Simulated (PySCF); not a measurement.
This PySCF input asks for the NMR shieldings of `[SiH3]S[SiH2]P`, H₇PSSi₂; the geometry comes from GFN2-xTB.

```python
import basis_set_exchange as bse
import numpy as np
from pyscf import gto, dft
from pyscf.prop import nmr

atoms = """
Si    1.784667    0.667917   -0.831565
S     1.083949   -0.695106    0.678089
Si   -0.899916   -1.271235    0.061979
P    -2.273582    0.390058   -0.560584
H     3.198685    0.782829   -0.531600
H     1.064275    1.927375   -0.673771
H     1.512047    0.086560   -2.141519
H    -0.760868   -2.185254   -1.069676
H    -1.430955   -1.913942    1.254303
H    -1.414127    0.929880   -1.503644
H    -1.858751    1.283589    0.411785
"""
names = dict.fromkeys(["Si", "S", "P", "H"], "pcSseg-1")
basis = {el: gto.basis.parse(bse.get_basis(n, elements=[el], fmt="nwchem")) for el, n in names.items()}
mol = gto.M(atom=atoms, basis=basis, charge=0, verbose=0)
mf = dft.RKS(mol, xc="PBE0")
mf.grids.level = 2
mf.grids.alignment = dft.numint.BLKSIZE   # the property module wants whole blocks of grid points
mf.conv_tol = 1e-9
mf.kernel()

calc = nmr.RKS(mf)   # GIAO
C = mf.mo_coeff
Co = C[:, mf.mo_occ > 0]
resp = mf.gen_response(singlet=True, hermi=2)
def vind(x):   # induced exchange potential for any number of trial vectors
    d = np.einsum("pi,xij,qj->xpq", C, 2 * x.reshape(-1, C.shape[1], Co.shape[1]), Co, optimize=True)
    return np.einsum("xpq,pi,qj->xij", resp(d - d.transpose(0, 2, 1)), C, Co, optimize=True).ravel()
mo1, _ = nmr.rhf.solve_mo1(calc, with_cphf=vind)
sigma = calc.kernel(mo1)
for i, s in enumerate(sigma):   # ppm
    w = np.linalg.eigvalsh((s + s.T) / 2)
    print("%2d %-2s iso %8.1f  s11 %8.1f  s22 %8.1f  s33 %8.1f" % (i, mol.atom_pure_symbol(i), w.mean(), *w))
```

Q: What does it print?

A: 
```
 0 Si iso    409.7  s11    375.5  s22    404.0  s33    449.7
 1 S  iso    800.3  s11    757.6  s22    763.1  s33    880.1
 2 Si iso    378.1  s11    302.7  s22    395.5  s33    436.2
 3 P  iso    594.0  s11    530.9  s22    591.0  s33    660.2
 4 H  iso     27.1  s11     23.1  s22     24.7  s33     33.5
 5 H  iso     27.1  s11     23.0  s22     26.1  s33     32.1
 6 H  iso     27.2  s11     23.7  s22     25.2  s33     32.8
 7 H  iso     26.5  s11     21.6  s22     25.5  s33     32.4
 8 H  iso     26.7  s11     21.9  s22     25.3  s33     32.8
 9 H  iso     30.2  s11     25.1  s22     28.5  s33     36.9
10 H  iso     30.4  s11     25.7  s22     27.7  s33     37.7
```

These numbers come from an equivalent density-fitted implementation of the same equations, which agrees with the script to about 0.01 ppm for H and up to a few tenths of a ppm for heavy atoms, so last digits may differ.

Q: Turn these shieldings into chemical shifts. Referencing at the same level of theory: TMS for 29Si (349.16 ppm), 1H (31.72 ppm); 33S (503.73 ppm) against CS2; H3PO4 for 31P (318.38 ppm).

A: Averaging equivalent atoms: Si 2: -29.0; Si 0: -60.6; S 1: -297; P 3: -275.6; H 7/8: 5.13; H 4/5/6: 4.59; H 9/10: 1.44 ppm. Experimental scales use liquid or dissolved standards, which lie at an offset from isolated H3PO4.

Size and cost of the density-fitted run: 131 basis functions, 11 s wall time on 1 thread of an Arm Neoverse V1, shared host.
